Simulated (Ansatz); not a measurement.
Input for Ansatz (development build ahead of 0.2.0):

```yaml
crystal:
  periodic: [false, false, false]
  atoms:
    - { symbol: Mn, position_ang: [0.0, 0.0, 0.0] }
    - { symbol: H, position_ang: [0.0, 0.0, 3.979] }
basis:
  gaussian: { orbitals: def2-SVP }
magnetization:
  spin_polarized: true
  initial_magnetization: 6
hamiltonian:
  xc: hf
output:
  forces: true
```

The input is written out in the form of the current development build from the run's settings.

The run gave:

* Converged: yes
* Total energy: -1150.19651 hartree
* Spin squared of the determinant: 12.025
* Stability test: minimum

Forces (eV/Å):
| atom | Fx | Fy | Fz |
| --- | --- | --- | --- |
| Mn1 | 0.000 | 0.000 | -0.002 |
| H2 | 0.000 | 0.000 | 0.002 |
